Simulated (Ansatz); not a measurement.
One change: `FC1OB1Cl` becomes `FC1BO1`.

Ansatz, PBE0-D4/def2-TZVP geometries, multiplicity 1. 

```json
{"property": "HOMO energy (B3LYP/def2-TZVPP) / eV", "`FC1OB1Cl`": "-8.21"}
{"property": "size of the dipole moment (PBE/def2-TZVPP) / D", "`FC1OB1Cl`": "1.38"}
{"property": "ideal-gas entropy at 298 K and 1 bar (rigid rotor, harmonic PBE0-D4/def2-TZVP) / J/(mol·K)", "`FC1OB1Cl`": "300"}
{"property": "HOMO energy (PBE/def2-TZVPP) / eV", "`FC1OB1Cl`": "-6.92"}
{"property": "zero-point energy (PBE0-D4/def2-TZVP) / kJ/mol", "`FC1OB1Cl`": "74.3"}
{"property": "size of the dipole moment (ωB97M-V/def2-TZVPP) / D", "`FC1OB1Cl`": "1.57"}
```

Question: What does the change do to each property? (Estimate.)

Answer: Ansatz gave: 
| property | `FC1BO1` | shift |
| --- | --- | --- |
| HOMO energy (B3LYP/def2-TZVPP) / eV | -8.13 | 0.08 |
| size of the dipole moment (PBE/def2-TZVPP) / D | 1.56 | 0.18 |
| ideal-gas entropy at 298 K and 1 bar (rigid rotor, harmonic PBE0-D4/def2-TZVP) / J/(mol·K) | 267 | -33 |
| HOMO energy (PBE/def2-TZVPP) / eV | -6.84 | 0.08 |
| zero-point energy (PBE0-D4/def2-TZVP) / kJ/mol | 92.4 | 18.1 |
| size of the dipole moment (ωB97M-V/def2-TZVPP) / D | 1.79 | 0.22 |

With PBE0 the HOMO rises by 0.09 eV and the LUMO falls by 0.19 eV, so the gap narrows by about 0.28 eV. PBE moves the HOMO by 0.08 eV and ωB97M-V by 0.03 eV. Dipoles are sizes alone; their direction can turn.

B3LYP here is the variant with VWN-RPA as its local correlation; programs differ in this.
